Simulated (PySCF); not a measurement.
**[ZrS2]- at several levels of theory**

All levels use the PBE0 minimum (doublet; Zr–S 2.264 Å (×2); S–Zr–S 117.4°), basis [Zr def2-SVPD with ECP28, S def2-SVPD], scalar-relativistic core potentials, density fitting, no spin–orbit coupling, PySCF. For vertical energies the ionised species is a singlet (spins chosen at PBE0 and kept). Open shells are unrestricted, also as the reference of the correlated levels. Dipoles are about the centre of mass. A dash marks a value that was not computed or is not defined at that level.

```
  level  vertical detachment energy (eV)  −ε(HOMO) (eV)  dipole (D)
   PBE0                             2.30           0.97        4.21
     HF                             2.23           3.04        3.75
    MP2                             2.04              –           –
    PBE                             2.19           0.12        3.93
  B3LYP                             2.33           0.75        4.27
 r2SCAN                             2.26           0.38        4.35
  TPSSh                             2.16           0.50        4.16
 M06-2X                             2.56           1.85        4.29
r2SCANh                             2.31           0.69        4.45
```

Other spin states or occupations of the open shell can lie lower. The lowest empty level of this anion is unbound, so it and the gap depend on the basis.
